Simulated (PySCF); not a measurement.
Compound: C₄H₇GeN₃.
Cartesian coordinates in Å at the GFN2-xTB level; atoms count from 1:
```
atom  x, y, z in Å
C1    -2.4548    0.9808    1.3190
C2    -2.1891    0.4609    0.1277
C3    -0.8729    0.0319   -0.2861
C4    -0.4882   -0.5305   -1.5202
N5     0.8063   -0.7809   -1.4764
N6     1.1924   -0.3921   -0.2753
Ge7    2.9459   -0.4535    0.2592
N8     0.2255    0.1000    0.4667
H9    -1.6760    1.1075    2.0512
H10   -3.4479    1.2918    1.5945
H11   -2.9646    0.3292   -0.6154
H12   -1.0805   -0.7509   -2.3845
H13    2.8943   -0.6166    1.7366
H14    3.5183   -1.6071   -0.4830
H15    3.5868    0.8375   -0.1331
```

Level of theory: TDDFT CAM-B3LYP/def2-SVPD, vertical, gas phase, core orbitals frozen in the response in PySCF. The CAM-B3LYP/def2-SVPD calculation is non-relativistic and has no spin–orbit coupling, an omission that weighs most on germanium.

**Question.** Predict the UV-vis stick spectrum at this level.

**Answer.** 

```
state  E (eV)  E (kJ/mol)  λ (nm)       f  |μ| (D)  main configurations (H = HOMO, L = LUMO)
   S1    5.43         524   228.5   0.401     4.41                                 H→L (96%)
   S2    6.01         580   206.3  0.0004     0.14                H-2→L (78%), H-2→L+3 (12%)
   S3    6.39         616   194.0   0.079     1.81                  H→L+3 (57%), H-1→L (33%)
   S4    6.67         643   186.0  0.0000     0.04     H→L+2 (70%), H→L+4 (12%), H→L+1 (10%)
   S5    6.80         656   182.4  0.0058     0.48  H-3→L (63%), H-2→L+3 (15%), H-3→L+3 (8%)
   S6    6.95         670   178.5  0.0055     0.46     H→L+1 (40%), H→L+4 (22%), H→L+2 (19%)
   S7    7.08         683   175.2   0.173     2.54                  H-1→L (56%), H→L+3 (32%)
   S8    7.16         691   173.2   0.026     0.98                  H→L+4 (52%), H→L+1 (34%)
```

Triplets (Tamm–Dancoff): T1 3.47 eV, H→L (85%); T2 4.92 eV, H→L+3 (52%), H-4→L (14%), H-1→L (10%); T3 4.99 eV, H-1→L (40%), H-1→L+3 (29%), H-4→L (14%).

The lowest singlet comes at 228 nm (524 kJ/mol) in the ultraviolet; it is strong; its leading configuration is HOMO→LUMO (96%). The lowest level is also the most intense of those listed (f = 0.401). Löwdin shares by element: HOMO carbon 55% or more, nitrogen 14% or more (atoms not listed hold the other 31%); LUMO carbon 37% or more, nitrogen 30% or more (atoms not listed hold the other 34%). Of the 8 states listed, 4 reach f = 0.01 and 2 stay under 0.0005. Weighted by f, the mean energy of these states is 6.04 eV. The oscillator strengths of these states sum to 0.691; summed over the whole spectrum of an exact calculation they would give the number of electrons, 84 (Thomas–Reiche–Kuhn). Singlets were solved by full linear response, triplets in the Tamm–Dancoff approximation.

One conformer stands for the species.
